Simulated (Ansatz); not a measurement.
System: 1,1,1,2,2,3,3,3-octafluoropropane, C₃F₈, charge 0, multiplicity 1. 
Coordinates optimised at B3LYP-D3(BJ)/def2-TZVP (Ansatz, a quantum-chemistry and plane-wave program):
SMILES: FC(C(C(F)(F)F)(F)F)(F)F
```xyz
11

F     -1.3278    -1.4307     0.5667
C     -1.2764    -0.1097     0.3897
F     -2.4044     0.2895    -0.1994
F     -1.1792     0.4842     1.5800
C     -0.0723     0.2771    -0.5182
F     -0.2397    -0.3272    -1.7096
F     -0.0955     1.6120    -0.6927
C      1.3342    -0.1117     0.0244
F      2.2569     0.2756    -0.8572
F      1.4264    -1.4318     0.1918
F      1.5729     0.4913     1.1898
```

Property: vertical ionisation energy (to the doublet state of charge +1; each state is the SCF solution reached for its spin), in eV. Cores are frozen in the correlated levels unless marked. Open shells are spin-unrestricted. Spin-orbit coupling is left out. Non-relativistic. 

| level | program | vertical ionisation energy (eV) |
|---|---|---|
| HF/aug-cc-pVTZ | Ansatz | 14.34 |
| B3LYP/def2-TZVPD | Ansatz | 13.15 |
| BHLYP/def2-TZVPD | Ansatz | 14.00 |
| MP2/aug-cc-pVDZ | Ansatz | 13.52 |
| RI-MP2/aug-cc-pVTZ | Ansatz | 13.67 |
| SCS-MP2/aug-cc-pVDZ | Ansatz | 13.74 |
